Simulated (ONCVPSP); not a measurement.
How hard is this oxygen (O) ONCV potential?

O, optimised norm-conserving Vanderbilt (ONCV), made with ONCVPSP 4.0.1 (PBE, scalar-relativistic). Core [He], reference 2s2 2p4. Waves: 2s: rc 0.90 bohr, ncon 4, nbas 9, qcut 8.1 1/bohr, 2 projectors, debl 1.1 Ha; 2p: rc 1.60 bohr, ncon 4, nbas 8, qcut 7.9 1/bohr, 2 projectors, debl 0.5 Ha; d scattering state at 0.18 Ha: rc 1.70 bohr, ncon 3, nbas 6, qcut 4.7 1/bohr, 2 projectors, debl 3.3 Ha. Local part: polynomial inside 0.80 bohr (lpopt 1, dvloc0 0 Ha). Core correction: polynomial model core, fcfact 0.15.

**Question.** For each optimised wave give the share of its norm inside rc, the residual kinetic energy above qcut (Ha) and the cutoffs (Ha) for errors of 10, 1, 0.1 and 0.01 mHa per electron.

**Answer.**

| wave | norm inside rc | residual KE | 10 mHa | 1 mHa | 0.1 mHa | 0.01 mHa |
| --- | --- | --- | --- | --- | --- | --- |
| 2s | 0.366 | 1.2e-03 | 22.2 | 34.2 | 239.9 | 300.4 |
| s projector 2 | 0.044 | 2.0e-04 | 10.1 | 25.5 | 36.8 | 189.3 |
| 2p | 0.749 | 1.3e-05 | 18.9 | 23.9 | 27.8 | 34.0 |
| p projector 2 | 0.059 | 3.5e-06 | 13.8 | 20.5 | 25.5 | 29.5 |
| d projector 1 | 0.003 | 4.2e-06 | 0.5 | 1.6 | 5.2 | 9.5 |
| d projector 2 | 0.169 | 1.5e-02 | 12.2 | 25.2 | 54.2 | 65.2 |

The occupied waves need 34 Ha and 240 Ha for 1 and 0.1 mHa. Rows with under 1 % of the norm inside rc give no meaningful cutoff. Its largest configuration-test error is +1279 meV.
